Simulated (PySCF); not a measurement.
C₄H₆F₂O₂S.
Cartesian coordinates in Å at the GFN2-xTB level; atoms count from 1:
```xyz
15
C4H6F2O2S angstrom
C      2.5415    0.2131    0.3630
C      1.3802    0.7348    0.0399
S      0.2792   -0.1902   -1.0324
O     -0.3848    0.7098   -1.9322
O      0.9855   -1.3111   -1.5813
C     -1.0164   -0.8627    0.0925
C     -1.9965    0.2422    0.3937
F     -1.3909    1.2163    1.1201
F     -3.0258   -0.2000    1.1559
H      3.2559    0.7179    0.9928
H      2.8110   -0.7572   -0.0222
H      1.0021    1.6952    0.3380
H     -1.5049   -1.6797   -0.4314
H     -0.5332   -1.2244    0.9966
H     -2.4074    0.7039   -0.5150
```

Computed with CAM-B3LYP/def2-SVPD in PySCF (dipole) on a GFN2-xTB geometry, gas phase.

Take the most abundant isotopes and a rigid rotor. The values belong to one conformer with, in the numbering `[CH2:1]=[CH:2][S:3](=[O:4])(=[O:5])[CH2:6][CH:7]([F:8])[F:9]`, C1–C2–S3–O4 -142°, C2–S3–C6–C7 79°, S3–C6–C7–F8 -67°.

(1) Give the principal moments of inertia and the rotational constants in MHz.

(2) Classify the top.

(3) What does the inertial defect say?

(4) List the rotational levels J(Ka,Kc) to J = 3 (K).

(5) Which types of transition are allowed, and where do some lines up to J = 4 fall?

(6) Estimate the classical rotational partition function at 25 K, 50 K and 100 K.

Answers

(1) Ia = 214.13, Ib = 531.29, Ic = 604.70 u·Å²; 505379 MHz·u·Å²/I gives A = 2360, B = 951.2, C = 835.8 MHz.

(2) An asymmetric top; Ray's κ = -0.848.

(3) Not planar: Δ = Ic − Ia − Ib = -140.72 u·Å². For a rigid frame Δ = −2 Σ m c², so Σ m c² = 70.36 u·Å² lies off the ab plane: 7.96 from hydrogen and 62.40 from heavier atoms. The atom farthest from that plane is 1.66 Å away.

(4) Above 0(0,0), as E/k:
J = 1: 1(0,1) 0.086, 1(1,1) 0.153, 1(1,0) 0.159
J = 2: 2(0,2) 0.257, 2(1,2) 0.319, 2(1,1) 0.336, 2(2,1) 0.539, 2(2,0) 0.539
J = 3: 3(0,3) 0.513, 3(1,3) 0.568, 3(1,2) 0.601, 3(2,2) 0.796, 3(2,1) 0.798, 3(3,1) 1.148, 3(3,0) 1.148
Those of J = 1 are B + C, A + C and A + B.

(5) The dipole components are |μa| = 0.09 D, |μb| = 2.69 D, |μc| = 1.70 D. Intensities carry the squares of the components, which stand as 0.00 : 1.00 : 0.40 (a : b : c). Some lines, for components of 0.1 D or more:

| type | branch | J(Ka,Kc) | MHz | lower level (cm⁻¹) |
| --- | --- | --- | --- | --- |
| b | Q | 2(1,1) ← 2(0,2) | 1647 | 0.179 |
| c | Q | 4(2,3) ← 4(1,3) | 3836 | 0.664 |
| b | Q | 4(2,2) ← 4(1,3) | 3937 | 0.664 |
| b | Q | 3(2,1) ← 3(1,2) | 4092 | 0.418 |
| c | Q | 2(2,1) ← 2(1,1) | 4227 | 0.234 |
| b | Q | 2(2,1) ← 2(1,2) | 4573 | 0.222 |
| b | R | 3(1,3) ← 2(0,2) | 6484 | 0.179 |
| b | Q | 3(3,1) ← 3(2,2) | 7337 | 0.553 |
| b | R | 3(2,2) ← 2(1,1) | 9588 | 0.234 |
| b | R | 4(2,2) ← 3(1,3) | 11994 | 0.395 |
| b | R | 3(3,1) ← 2(2,0) | 12692 | 0.375 |

(6) Point group C1, symmetry number σ = 1; q = (√π/σ)·√((kT/h)³/(ABC)), k/h = 20836.6 MHz/K: 15400 at 25 K, 43500 at 50 K, 123000 at 100 K.

Stationary, but not proved a minimum. No vibrational averaging or centrifugal distortion is included, and the geometry carries the error of its method.
